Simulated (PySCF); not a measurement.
Cl₂Co, quartet, geometry from GFN2-xTB (such geometries of metal compounds can be far from the true shape); CAMB3LYP/def2-SVP run with PySCF.

PySCF was given this input:
```python
from pyscf import gto, scf, dft

mol = gto.Mole()
mol.atom = '''
    Co    0.000000    0.000000    0.000000
    Cl   -0.000000   -0.000000   -1.947004
    Cl    0.000000    0.000000    1.947004
'''
mol.basis = 'def2-svp'
mol.charge = 0
mol.spin = 3
mol.verbose = 4
mol.build()

mf = dft.UKS(mol)
mf.xc = 'camb3lyp'
mf.grids.atom_grid = (99, 590)
mf.grids.prune = None
mf.kernel()
```

What the program printed (banner, timings and long lists left out):

```
PySCF version 2.14.0

[INPUT] verbose = 4
[INPUT] num. atoms = 3
[INPUT] num. electrons = 61
[INPUT] charge = 0
[INPUT] spin (= nelec alpha-beta = 2S) = 3
[INPUT] symmetry False subgroup None
[INPUT] Mole.unit = angstrom
[INPUT] Symbol           X                Y                Z      unit          X                Y                Z       unit  Magmom
[INPUT]  1 Co     0.000000000000   0.000000000000   0.000000000000 AA    0.000000000000   0.000000000000   0.000000000000 Bohr   0.0
[INPUT]  2 Cl     0.000000000000   0.000000000000  -1.947004000000 AA    0.000000000000   0.000000000000  -3.679304323433 Bohr   0.0
[INPUT]  3 Cl     0.000000000000   0.000000000000   1.947004000000 AA    0.000000000000   0.000000000000   3.679304323433 Bohr   0.0

nuclear repulsion = 288.777417304998
number of shells = 27
number of NR pGTOs = 145
number of NR cGTOs = 67
basis = def2-svp
ecp = {}

******** <class 'pyscf.dft.uks.UKS'> ********
method = UKS
initial guess = minao
damping factor = 0
level_shift factor = 0
DIIS = <class 'pyscf.scf.diis.CDIIS'>
diis_start_cycle = 1
diis_space = 8
diis_damp = 0
SCF conv_tol = 1e-09
SCF conv_tol_grad = None
SCF max_cycles = 50
direct_scf = True
direct_scf_tol = 1e-13
number electrons alpha = 32  beta = 29
XC library pyscf.dft.libxc version 7.1.2
    S. Lehtola, C. Steigemann, M. J. T. Oliveira, and M. A. L. Marques,  SoftwareX 7, 1–5 (2018)
XC functionals = camb3lyp
    T. Yanai, D. P. Tew, and N. C. Handy,  Chem. Phys. Lett. 393, 51 (2004)
radial grids:
    Treutler-Ahlrichs [JCP 102, 346 (1995); DOI:10.1063/1.469408] (M4) radial grids

becke partition: Becke, JCP 88, 2547 (1988); DOI:10.1063/1.454033
pruning grids: None
grids dens level: 3
symmetrized grids: False
atomic radii adjust function: <function treutler_atomic_radii_adjust>
User specified grid scheme (99, 590)
small_rho_cutoff = 0
Set gradient conv threshold to 3.16228e-05
tot grids = 175232
init E= -2301.98553186164

cycle= 1 E= -2291.04564834868  delta_E= 10.9  |g|= 3.37  |ddm|= 8.46

cycle= 2 E= -2279.98795444264  delta_E= 11.1  |g|= 4.86  |ddm|= 8.83
cycle= 3 E= -2297.34764315143  delta_E= -17.4  |g|= 3.28  |ddm|= 6.76
cycle= 4 E= -2298.80819111281  delta_E= -1.46  |g|= 2.93  |ddm|= 1.13
cycle= 5 E= -2298.08233882273  delta_E= 0.726  |g|= 3.16  |ddm|= 0.503
cycle= 6 E= -2298.20993393876  delta_E= -0.128  |g|= 3.12  |ddm|= 0.412
cycle= 7 E= -2298.45005386201  delta_E= -0.24  |g|= 3.07  |ddm|= 0.568
cycle= 8 E= -2298.4484108933  delta_E= 0.00164  |g|= 3.07  |ddm|= 0.0233
cycle= 9 E= -2298.4926520299  delta_E= -0.0442  |g|= 3.06  |ddm|= 0.112

cycle= 10 E= -2298.96974047777  delta_E= -0.477  |g|= 2.85  |ddm|= 6.68
cycle= 11 E= -2302.80616543548  delta_E= -3.84  |g|= 0.361  |ddm|=  6.4
cycle= 12 E= -2302.8700172395  delta_E= -0.0639  |g|= 0.148  |ddm|= 0.491
cycle= 13 E= -2302.87537203698  delta_E= -0.00535  |g|= 0.116  |ddm|= 0.143
cycle= 14 E= -2302.88033550707  delta_E= -0.00496  |g|= 0.024  |ddm|= 0.114
cycle= 15 E= -2302.88065159404  delta_E= -0.000316  |g|= 0.00912  |ddm|= 0.0327
cycle= 16 E= -2302.8806918434  delta_E= -4.02e-05  |g|= 0.00127  |ddm|= 0.0132
cycle= 17 E= -2302.88069843438  delta_E= -6.59e-06  |g|= 0.000842  |ddm|= 0.00442
cycle= 18 E= -2302.88070426108  delta_E= -5.83e-06  |g|= 0.000623  |ddm|= 0.00542
cycle= 19 E= -2302.88070852536  delta_E= -4.26e-06  |g|= 0.000469  |ddm|= 0.00553
cycle= 20 E= -2302.8807122163  delta_E= -3.69e-06  |g|= 0.000273  |ddm|= 0.00722
cycle= 21 E= -2302.88071368457  delta_E= -1.47e-06  |g|= 5.36e-05  |ddm|= 0.00728
cycle= 22 E= -2302.88071369909  delta_E= -1.45e-08  |g|= 6.55e-06  |ddm|= 0.000658
cycle= 23 E= -2302.88071369921  delta_E= -1.21e-10  |g|= 1.86e-06  |ddm|= 4.42e-05
Extra cycle  E= -2302.88071369922  delta_E= -1.32e-11  |g|= 2.08e-06  |ddm|= 4.62e-06
converged SCF energy = -2302.88071369922  <S^2> = 3.7590816  2S+1 = 4.0045382
```
